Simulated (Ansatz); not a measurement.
Reaction (ligand exchange at the Si–O bond): `OB(O)O[Si](Cl)(Cl)Cl` + H–F → `F[Si](Cl)(Cl)Cl` + `OB(O)O`

Program: Ansatz. Geometries: PBE0-D4/def2-TZVP. ΔE: electronic, gas phase. CCSD(T)/CBS is the MP2 limit (def2-TZVPP, def2-QZVPP) plus CCSD(T) − MP2 in def2-TZVPP, frozen cores. This one scheme is used for every species. DFT in def2-TZVPP. B3LYP here is the variant with VWN-RPA as its local correlation; programs differ in this. Each species was taken in one conformer, which may not be the lowest.

`OB(O)O[Si](Cl)(Cl)Cl`:

```xyz
10

O     1.221    0.649    1.132
B     0.815   -0.513    0.563
O     1.444   -1.686    0.843
O    -0.253   -0.495   -0.309
Si   -1.240    0.644   -0.886
Cl   -0.206    2.047   -1.916
Cl   -2.276    1.532    0.609
Cl   -2.536   -0.278   -2.137
H     1.969    0.534    1.723
H     1.063   -2.434    0.378
```

H–F:

Cartesian coordinates in Å:
```
F 0.453 -0.010 -0.081
H -0.453 0.010 0.081
```

`F[Si](Cl)(Cl)Cl`:

Cartesian coordinates in Å:
```
F -0.776 -0.064 1.444
Si -0.031 -0.003 0.058
Cl 0.275 -1.888 -0.582
Cl 1.725 0.948 0.322
Cl -1.193 1.006 -1.242
```

`OB(O)O`:

```xyz
7

O    -0.872    0.260   -1.019
B     0.000    0.000    0.000
O     0.443    1.018    0.796
O     0.429   -1.278    0.223
H    -1.098    1.191   -1.074
H     1.049    0.710    1.474
H     0.048   -1.901   -0.400
```

```tsv
level	ΔE (kJ/mol)	difference from CCSD(T)/CBS
PBE-D4	-34.7	-4.9
r2SCAN-D4	-37.5	-7.7
PBE0-D4	-31.6	-1.8
B3LYP-D4	-30.8	-1.0
ωB97X-V	-35.2	-5.4
ωB97M-V	-34.8	-5.0
B2PLYP	-39.2	-9.4
PBE	-43.8	-14.0
r2SCAN	-40.6	-10.8
PBE0	-40.1	-10.3
B3LYP	-45.1	-15.3
HF/def2-TZVPP	-40.8	-11.0
MP2/def2-TZVPP	-28.4	1.4
SCS-MP2/def2-TZVPP	-32.1	-2.3
CCSD/def2-TZVPP	-32.6	-2.8
CCSD(T)/def2-TZVPP	-30.8	-1.0
HF/def2-QZVPP	-41.7	-11.9
MP2/def2-QZVPP	-28.1	1.7
SCS-MP2/def2-QZVPP	-32.0	-2.2
HF/CBS(def2)	-41.8	-12.0
MP2/CBS(def2)	-27.4	2.4
CCSD/CBS(def2)	-31.5	-1.7
CCSD(T)/CBS	-29.8	0
```

Largest T1 diagnostic among the species: 0.012.

The D4 term adds +14.3 kJ/mol with B3LYP and +8.5 kJ/mol with PBE0; it sums over pairs of atoms, weighted by their polarisabilities, and B3LYP, whose exchange is more repulsive, gets the larger term. In def2-TZVPP, CCSD(T) changes the Hartree–Fock value by +10.0 kJ/mol (the triples alone add +1.7 kJ/mol) and MP2 by +12.4 kJ/mol.
